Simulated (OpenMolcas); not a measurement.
Au5+ (d6) among equal point charges was computed by CASSCF with the d shell active (OpenMolcas, ANO-RCC-VTZP on the metal). Its lowest spin-free states, and all those of the highest spin:

```json
{"2S+1": "5", "Degeneracy": "2", "E (cm-1)": "0.0"}
{"2S+1": "5", "Degeneracy": "2", "E (cm-1)": "2970"}
{"2S+1": "3", "Degeneracy": "1", "E (cm-1)": "10786"}
{"2S+1": "3", "Degeneracy": "1", "E (cm-1)": "10817"}
{"2S+1": "3", "Degeneracy": "1", "E (cm-1)": "10954"}
{"2S+1": "3", "Degeneracy": "2", "E (cm-1)": "13647"}
{"2S+1": "5", "Degeneracy": "1", "E (cm-1)": "17279"}
{"2S+1": "3", "Degeneracy": "1", "E (cm-1)": "21340"}
{"2S+1": "3", "Degeneracy": "2", "E (cm-1)": "21373"}
{"2S+1": "1", "Degeneracy": "1", "E (cm-1)": "21462"}
{"2S+1": "1", "Degeneracy": "2", "E (cm-1)": "21958"}
{"2S+1": "3", "Degeneracy": "2", "E (cm-1)": "22992"}
```

Problem. Is the site octahedral, tetrahedral or cube-like, axial, or of lower symmetry?

Solution. The states with 2S+1 = 5 have orbital degeneracies 2, 2, 1. There are pairs but no triples, so the site is axial: not cubic, but with a proper or improper axis of order three or more. The run had Au5+ among 5 point charges of -2 e arranged as a trigonal bipyramid (D3h), 1.79 Å from the ion, with the axial distance 1.629 Å.

Spin-orbit coupling mixes the spin-free states strongly: the lowest level takes only 63 % from its leading state, 5E. An orbital doublet at a regular site is open to a Jahn-Teller distortion, which this geometry leaves out. Without dynamic correlation the repulsion within the d shell is too large (B by tens of per cent), so at a given field states of lower spin stand too high. This shell can be high or low spin here, a state of another spin lies low, and with metal d orbitals alone active their balance is uncertain, so the ground spin may be wrong. Point charges give a weaker field than real ligands, and real ions of this kind are as a rule low spin; the high spin found here belongs to the model. This is an electrostatic model: the charges have no orbitals. No measured value stands beside these numbers.
